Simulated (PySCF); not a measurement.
**Bond length, frequency and bond energy of LiSb⁻ by level of theory**

State: ⁴Σ⁻ (quartet), unpaired electrons σ ↑, π ↑↑. Set-up: PySCF, scalar-relativistic core potentials, basis sets Li def2-SVPD, Sb def2-SVPD with ECP28. De refers to Li + Sb⁻ in their high-spin ground configurations, without counterpoise correction. The functionals are run spin-unrestricted. A positive dipole points towards Sb; it is taken about the centre of mass and depends on that origin.

```csv
Level,Re (Å),ωe (cm⁻¹),De (eV),μ (D)
PBE,2.762,301,n/a,9.38
BP86,2.775,296,n/a,9.34
r²SCAN,2.779,299,n/a,9.35
B3LYP,2.754,306,n/a,9.18
PBE0,2.751,311,n/a,9.37
CAM-B3LYP,2.725,320,n/a,9.17
B2PLYP,2.763,308,n/a,9.28
```

The bond length runs from 2.725 Å (CAM-B3LYP) to 2.779 Å (r²SCAN).

Correlated steps freeze 4 core orbitals. These are scalar-relativistic numbers at best; spin–orbit coupling would shift them, the dissociation energy most. Counting both spins, an empty level lies below a filled one in some of these solutions, because spin and occupation are held. The highest Kohn–Sham level is positive in this anion. Much of that is self-interaction error, but it also means that the finite basis helps to hold the extra electron. B2PLYP dipoles, levels and charges come from its SCF part alone. The state is the lowest determinant that a PBE0 search found; another state may lie lower at other levels.
